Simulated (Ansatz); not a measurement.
`[F][Nb]([F])([F])=[S]`, relaxed with RKS PBE0-D4/def2-TZVP in the Gaussian-basis code of Ansatz from a PBE-D4/def2-SVP geometry. The force threshold is 0.005 eV/Å; the program also tests the step.

The species carries charge 0 and has multiplicity 1. Nb: def2 effective core potential.

Start:

```xyz
5

F     0.335    0.651   -1.746
Nb    0.088    0.008   -0.014
F     0.848   -1.682    0.190
F     0.758    1.203    1.250
S    -2.030   -0.180    0.320
```

**Question.** By how much does the energy fall, and how many steps does the optimiser take? (Estimate.)

**Answer.** Computed: 0.62 kcal/mol, in 3 steps.

**Question.** Which bonds change most? (An estimate is asked.)

**Answer.** Computed: Nb2–S5 from 2.153 to 2.126 Å; Nb2–F4 from 1.864 to 1.848 Å; F1–Nb2 from 1.864 to 1.848 Å; Nb2–F3 from 1.864 to 1.848 Å.

**Question.** Give the relaxed structure. (Estimate.)

**Answer.** The calculation gave: 
```xyz
5

F     0.337    0.645   -1.727
Nb    0.078    0.007   -0.012
F     0.844   -1.663    0.187
F     0.756    1.190    1.235
S    -2.014   -0.179    0.318
```
